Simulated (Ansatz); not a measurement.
Species: WCl2, charge 0, multiplicity 5. The spin state was set by rule; other spins were not relaxed. 
Structure (B3LYP-D3(BJ)/def2-TZVP (Ansatz, a first-principles code) minimum search):
```
W
Cl 1 2.2856
Cl 1 2.2856 2 141.09
```
Charge 0, spin multiplicity 5.

Basis-set convergence of Hartree-Fock and CCSD correlation energies (hartree) with Ansatz. Valence correlation only, unless marked. UHF or UKS for open shells. No spin-orbit coupling. The frozen core is the preceding noble-gas configuration, with the filled d and f shells of earlier blocks. In def2 rows, elements after Kr have scalar-relativistic effective core potentials.

```
basis        functions       E(HF)  E(corr, CCSD)
-----------  ---------  ----------  -------------
def2-SVPD           89  -985.21509       -0.40257
def2-TZVPPD        161  (withheld)     (withheld)
```

Q: What belongs in the gaps?

A: 
- def2-TZVPPD, E(HF): -985.53218
- def2-TZVPPD, E(corr, CCSD): -0.52660
